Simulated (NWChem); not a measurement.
## Total energies of iodine monochloride (ClI)

SMILES: ClI
```xyz
2

Cl     0.0000     0.0000     1.8075
I      0.0000     0.0000    -0.5798
```
Charge 0, spin multiplicity 1.

Everything below was run with NWChem. Structure: optimised with B3LYP/def2-SVP with def2 effective core potentials on I, a minimum by its harmonic frequencies.

Basis set: def2-QZVP (152 functions).

| method | total energy (Ha) | relative cost |
|---|---|---|
| RHF | -756.17938 | 1 |
| MP2 | -757.05269 | under 3 |
| B2PLYP | -757.69409 | 5 |
| PBE | -757.73695 | under 3 |
| B3LYP | -758.04514 | under 3 |
| LC-wPBE (omega 0.3 per bohr) | -757.79626 | 20 |

Total energies of different functionals aren't comparable as a measure of quality: only differences taken within one method are. Costs are rough ratios of processor time within this set of runs, SCF included, with RHF as 1.

Effective core potentials replace the inner electrons of I; spin-orbit coupling is left out. The correlated methods keep 9 core orbitals frozen. B3LYP has NWChem's definition, with VWN1-RPA local correlation. GW and range-separated runs recompute their integrals, the others keep them in memory, which bears on the times.
